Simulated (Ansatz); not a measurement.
Ansatz (a quantum-chemistry and plane-wave program) job for CH₈AlNO₂Si, SMILES C[N]([SiH3])[Al]([OH])[OH], PBE-D3(BJ)/def2-SVP. 

Ansatz 0.2 input:
```yaml
crystal:
  periodic: [false, false, false]
  atoms:
    - {symbol: Si, position_ang: [0.60578255, -2.01652526, -0.00000000]}
    - {symbol: N, position_ang: [-0.43259360, -0.62588765, 0.00000000]}
    - {symbol: C, position_ang: [-1.87256613, -0.87899646, 0.00000000]}
    - {symbol: Al, position_ang: [0.15903480, 1.06099313, 0.00000000]}
    - {symbol: O, position_ang: [1.79718062, 1.50352922, -0.00000000]}
    - {symbol: O, position_ang: [-1.04177032, 2.26138855, -0.00000000]}
    - {symbol: H, position_ang: [0.39706872, -2.88390463, 1.20497555]}
    - {symbol: H, position_ang: [2.01937924, -1.52299229, 0.00000001]}
    - {symbol: H, position_ang: [0.39706873, -2.88390464, -1.20497554]}
    - {symbol: H, position_ang: [-2.43673226, 0.06595069, -0.00000000]}
    - {symbol: H, position_ang: [-2.19215155, -1.45165073, -0.89027952]}
    - {symbol: H, position_ang: [-2.19215155, -1.45165073, 0.89027951]}
    - {symbol: H, position_ang: [2.54116937, 0.90057145, 0.00000001]}
    - {symbol: H, position_ang: [-0.86178923, 3.20187400, 0.00000000]}
basis:
  gaussian:
    orbitals: def2-SVP
hamiltonian:
  xc: pbe
  dispersion: d3bj
relax: {f_tol: 0.002, max_steps: 200}
```

Program output:

```
WARN ansatz: RAYON_NUM_THREADS=1 ignored (pool sized by the plan → 1); use --threads N
Functional definition: PBE
integrals: 0.08 GiB planned
1469 factors; their error is unknown
mean field: 0.42 GiB planned
mean field evaluation 1: about -21184.0131 eV, gradient 1.0e2 eV
mean field evaluation 2: about -21103.4029 eV, gradient 2.1e2 eV
mean field evaluation 4: about -21203.9848 eV, gradient 1.8e1 eV
mean field evaluation 8: about -21204.6155 eV, gradient 1.9e-1 eV
mean field evaluation 16: about -21204.5336 eV, gradient 5.4e-4 eV
mean field -21204.53364500 eV, -779.2522385045 hartree, gradient 1.8e-5 eV, S^2 0.000000; 0 other end points of the search recorded, 0 dependent functions left out
the calculation of the forces begins
reference -21204.53368851 eV, -779.2522401035 hartree; 32, 32 occupied and 100, 100 virtual orbitals, 1469 factors
relax step   1: F+E_penalty+E_count = -21204.84794971 eV  Δ(F+E_penalty+E_count) = +0.000e0 eV  max|allowed force component| = 5.287e-1 eV/Å  Δτ_max = 0.0000 Å  (31 SCF iters, accepted)
these checks for a lower state are left out or cut short: starts, cluster_reference, orbital_swaps, neighbouring_geometries, increment
integrals: 0.08 GiB planned
1469 factors; their error is unknown
mean field: 0.42 GiB planned
mean field -21204.55669676 eV, -779.2530856411 hartree, gradient 1.8e-5 eV, S^2 0.000000; 0 other end points of the search recorded, 0 dependent functions left out
the calculation of the forces begins
reference -21204.55674041 eV, -779.2530872453 hartree; 32, 32 occupied and 100, 100 virtual orbitals, 1469 factors
relax step   2: F+E_penalty+E_count = -21204.86945227 eV  Δ(F+E_penalty+E_count) = -2.150e-2 eV  max|allowed force component| = 2.322e-1 eV/Å  Δτ_max = 0.0159 Å  (33 SCF iters, accepted)
these checks for a lower state are left out or cut short: starts, cluster_reference, orbital_swaps, neighbouring_geometries, increment
integrals: 0.08 GiB planned
1469 factors; their error is unknown
mean field: 0.42 GiB planned
mean field evaluation 32: about -21204.5624 eV, gradient 7.5e-5 eV
mean field -21204.56243369 eV, -779.2532964693 hartree, gradient 1.8e-5 eV, S^2 0.000000; 0 other end points of the search recorded, 0 dependent functions left out
the calculation of the forces begins
reference -21204.56247742 eV, -779.2532980766 hartree; 32, 32 occupied and 100, 100 virtual orbitals, 1469 factors
relax step   3: F+E_penalty+E_count = -21204.87411789 eV  Δ(F+E_penalty+E_count) = -4.666e-3 eV  max|allowed force component| = 7.136e-2 eV/Å  Δτ_max = 0.0130 Å  (33 SCF iters, accepted)
these checks for a lower state are left out or cut short: starts, cluster_reference, orbital_swaps, neighbouring_geometries, increment
integrals: 0.08 GiB planned
1469 factors; their error is unknown
mean field: 0.42 GiB planned
mean field -21204.56377097 eV, -779.2533456136 hartree, gradient 1.8e-5 eV, S^2 0.000000; 0 other end points of the search recorded, 0 dependent functions left out
the calculation of the forces begins
reference -21204.56381461 eV, -779.2533472175 hartree; 32, 32 occupied and 100, 100 virtual orbitals, 1469 factors
relax step   4: F+E_penalty+E_count = -21204.87591090 eV  Δ(F+E_penalty+E_count) = -1.793e-3 eV  max|allowed force component| = 8.393e-2 eV/Å  Δτ_max = 0.0349 Å  (32 SCF iters, accepted)
these checks for a lower state are left out or cut short: starts, cluster_reference, orbital_swaps, neighbouring_geometries, increment
integrals: 0.08 GiB planned
1469 factors; their error is unknown
mean field: 0.42 GiB planned
mean field -21204.56416857 eV, -779.2533602252 hartree, gradient 1.8e-5 eV, S^2 0.000000; 0 other end points of the search recorded, 0 dependent functions left out
the calculation of the forces begins
reference -21204.56421222 eV, -779.2533618293 hartree; 32, 32 occupied and 100, 100 virtual orbitals, 1469 factors
relax step   5: F+E_penalty+E_count = -21204.87621282 eV  Δ(F+E_penalty+E_count) = -3.019e-4 eV  max|allowed force component| = 4.939e-2 eV/Å  Δτ_max = 0.0155 Å  (33 SCF iters, accepted)
these checks for a lower state are left out or cut short: starts, cluster_reference, orbital_swaps, neighbouring_geometries, increment
integrals: 0.08 GiB planned
1469 factors; their error is unknown
mean field: 0.42 GiB planned
mean field -21204.56408603 eV, -779.2533571918 hartree, gradient 1.8e-5 eV, S^2 0.000000; 0 other end points of the search recorded, 0 dependent functions left out
the calculation of the forces begins
reference -21204.56412968 eV, -779.2533587958 hartree; 32, 32 occupied and 100, 100 virtual orbitals, 1469 factors
relax step   6: F+E_penalty+E_count = -21204.87629430 eV  Δ(F+E_penalty+E_count) = -8.148e-5 eV  max|allowed force component| = 3.210e-2 eV/Å  Δτ_max = 0.0123 Å  (33 SCF iters, accepted)
these checks for a lower state are left out or cut short: starts, cluster_reference, orbital_swaps, neighbouring_geometries, increment
integrals: 0.08 GiB planned
1469 factors; their error is unknown
mean field: 0.42 GiB planned
mean field evaluation 64: about -21204.5642 eV, gradient 2.7e-4 eV
mean field -21204.56416328 eV, -779.2533600308 hartree, gradient 1.3e-5 eV, S^2 0.000000; 0 other end points of the search recorded, 0 dependent functions left out
the calculation of the forces begins
reference -21204.56420693 eV, -779.2533616349 hartree; 32, 32 occupied and 100, 100 virtual orbitals, 1469 factors
relax step   7: F+E_penalty+E_count = -21204.87635451 eV  Δ(F+E_penalty+E_count) = -6.021e-5 eV  max|allowed force component| = 4.905e-3 eV/Å  Δτ_max = 0.0053 Å  (25 SCF iters, accepted)
these checks for a lower state are left out or cut short: starts, cluster_reference, orbital_swaps, neighbouring_geometries, increment
integrals: 0.08 GiB planned
1469 factors; their error is unknown
mean field: 0.42 GiB planned
mean field -21204.56419028 eV, -779.2533610228 hartree, gradient 2.7e-5 eV, S^2 0.000000; 0 other end points of the search recorded, 0 dependent functions left out
the calculation of the forces begins
reference -21204.56423393 eV, -779.2533626269 hartree; 32, 32 occupied and 100, 100 virtual orbitals, 1469 factors
relax step   8: F+E_penalty+E_count = -21204.87635856 eV  Δ(F+E_penalty+E_count) = -4.044e-6 eV  max|allowed force component| = 1.159e-3 eV/Å  Δτ_max = 0.0017 Å  (23 SCF iters, accepted)
integrals: 0.08 GiB planned
1469 factors; their error is unknown
mean field: 0.42 GiB planned
mean field evaluation 96: about -21204.5642 eV, gradient 3.5e-5 eV
mean field -21204.56419028 eV, -779.2533610228 hartree, gradient 2.6e-5 eV, S^2 0.000000; 1 other end points of the search recorded, 0 dependent functions left out
the calculation of the forces begins
reference -21204.56423393 eV, -779.2533626269 hartree; 32, 32 occupied and 100, 100 virtual orbitals, 1469 factors
Total energy: -21204.87640221 eV, -779.2648345996 hartree
Atom 0 at     0.615493    -2.020862    -0.000000 Å, force    -0.000275    -0.000417     0.000000 eV/Å
Atom 1 at    -0.440761    -0.626674    -0.000000 Å, force     0.000144    -0.001159    -0.000000 eV/Å
Atom 2 at    -1.889484    -0.884336    -0.000000 Å, force    -0.000337     0.000636     0.000000 eV/Å
Atom 3 at     0.162194     1.071653    -0.000000 Å, force    -0.000583     0.001122    -0.000000 eV/Å
Atom 4 at     1.816058     1.524451     0.000000 Å, force     0.000032     0.000012     0.000000 eV/Å
Atom 5 at    -1.056297     2.278562    -0.000000 Å, force     0.000199    -0.000298    -0.000000 eV/Å
Atom 6 at     0.415466    -2.896951     1.213837 Å, force     0.000172     0.000153     0.000049 eV/Å
Atom 7 at     2.031743    -1.502879     0.000000 Å, force     0.000095    -0.000027    -0.000000 eV/Å
Atom 8 at     0.415466    -2.896951    -1.213837 Å, force     0.000172     0.000153    -0.000049 eV/Å
Atom 9 at    -2.458753     0.067039     0.000000 Å, force    -0.000506     0.000143     0.000000 eV/Å
Atom 10 at    -2.210966    -1.462683    -0.896829 Å, force     0.000194     0.000022     0.000165 eV/Å
Atom 11 at    -2.210966    -1.462683     0.896829 Å, force     0.000194     0.000022    -0.000165 eV/Å
Atom 12 at     2.531167     0.869510     0.000000 Å, force     0.000353     0.000056    -0.000000 eV/Å
Atom 13 at    -0.833430     3.221599     0.000000 Å, force     0.000148    -0.000417     0.000000 eV/Å
Dipole moment:     0.059151     0.024224     0.000000 e Å
```

The calculation finished and met its thresholds.
